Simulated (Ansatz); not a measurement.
The Al1–Cl4 bond of AlClFH (SMILES [F][AlH][Cl]) is stretched (multiplicity 1, the rest rigid).
Geometry at rest (charge 0, multiplicity 1):
```xyz
4

Al    -0.5612     0.1772    -0.4707
H     -1.7558    -0.3699    -1.3032
F     -0.2159     1.7862    -0.4960
Cl     0.6468    -1.0594     0.6992
```

Correlated levels freeze the cores.

Run with Ansatz (Gaussian orbitals). Each number belongs to the level named beside it.

FIC-MRCISD+Q on CASSCF(6,4)/cc-pV(T+d)Z, total energies (hartree):

```tsv
R (Å)	CASSCF	MRCISD	weight c² of the reference
2.087	-801.672165	-802.146136	0.89243
3.653	-801.530812	-801.995245	0.89220
6.679	-801.503544	-801.961101	0.89439
```

### Question
Add the Davidson correction (E_MRCISD − E_CASSCF)(1 − c²)/c² and give the energies above the first point at the three levels.

### Answer

Corrections (hartree): -0.057133, -0.056114, -0.054026. Above the first point (kcal/mol):
- R = 3.653 Å: CASSCF 88.7, MRCISD 94.7, with the correction 95.3
- R = 6.679 Å: CASSCF 105.8, MRCISD 116.1, with the correction 118.1

Doubts at one or more of the structures used: active orbitals that take no part (FIC-MRCISD+Q on CASSCF(6,4)/cc-pV(T+d)Z).

Ansatz is a quantum-chemistry and plane-wave program.
